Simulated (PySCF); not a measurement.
Level of theory: PySCF, B3LYP, basis Br def2-TZVP, F def2-TZVP (no relativity, density fitting). Open shells, if any, are unrestricted.

What shape and geometry does isolated singlet BrF₃ take (every ligand bound to Br)?

Counting electrons, bromine keeps 4 of its valence electrons outside its bonds, so the VSEPR class is AX3E2 and the expected shape is T-shaped (C2v), as computed. The lowest minimum found is a singlet of C2v symmetry with Br–F 1.743 Å, Br–F 1.832 Å (×2); F–Br–F 86.3° (×2), F–Br–F 172.6°. Its harmonic wavenumbers are 230 (a1), 241 (b1), 342 (b2), 538 (a1), 600 (b2), 669 (a1) cm⁻¹ and its dipole moment is 1.39 D.
